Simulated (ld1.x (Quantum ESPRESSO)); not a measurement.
**Pseudopotential generation for titanium: RRKJ, PW91, scalar-relativistic.**

- Element: titanium
- Generator: ld1.x (Quantum ESPRESSO) 7.5
- Type: norm-conserving RRKJ (Kleinman–Bylander form)
- Functional: PW91
- Relativity: scalar-relativistic
- Frozen core: [Ne]
- Valence charge: 12
- Reference configuration: 3s2 3p6 3d2 4s2 4p0
- Partial waves: 3s (bound): rc 1.60 bohr; 3d (bound): rc 1.80 bohr; 3p (bound): rc 1.64 bohr
- Local potential: the p channel
- Core correction: none
- rho0: 0.02

Occupied shells without a wave of their own: 4s. They enter only through the test configuration that unscreens the potential.

All-electron outer shells of the reference configuration (PW91, scalar-relativistic, ld1.x):

| shell | level (eV) | outermost node (bohr) | outermost maximum (bohr) |
| --- | --- | --- | --- |
| 2s | -537.08 | 0.09 | 0.27 |
| 2p | -444.55 | – | 0.22 |
| 3s | -62.64 | 0.40 | 0.87 |
| 3p | -38.90 | 0.37 | 0.90 |
| 4s | -4.51 | 1.24 | 2.92 |
| 3d | -4.32 | – | 0.98 |
| 4p | -1.50 | 1.39 | 3.80 |

Question: Estimate the cutoffs (Ry, on a coarse ladder) from which the occupation-weighted sum of valence levels, in a spherical-Bessel basis at the reference potential, stays within 10 and 1 mRy of its value at 400 Ry.

Answer: 60 Ry and 80 Ry.

Question: What does a ghost test show?

Answer: No extra level below or beside the all-electron valence levels (s, d, p, f tested).

Question: Which valence shell sets the plane-wave cutoff?

Answer: 3s: its level needs 70 Ry to come within 1 mRy, against 55 Ry for 4s.

Question: Tests: 3s2 3p6 3d2 4s1 4p0; 3s2 3p6 3d2 4s0 4p0; 3s2 3p6 3d1 4s0 4p0; 3s2 3p6 3d2 4s1.5 4p0; 3s2 3p6 3d0 4s0 4p0; 3s2 3p6 3d2.5 4s1.5 4p0; 3s2 3p6 3d1 4s2 4p1. Which has the largest error in its energy relative to the reference configuration, and how large is it?

Answer: 3s2 3p6 3d0 4s0 4p0, with +523 meV (all-electron minus pseudo) on +91.45 eV.
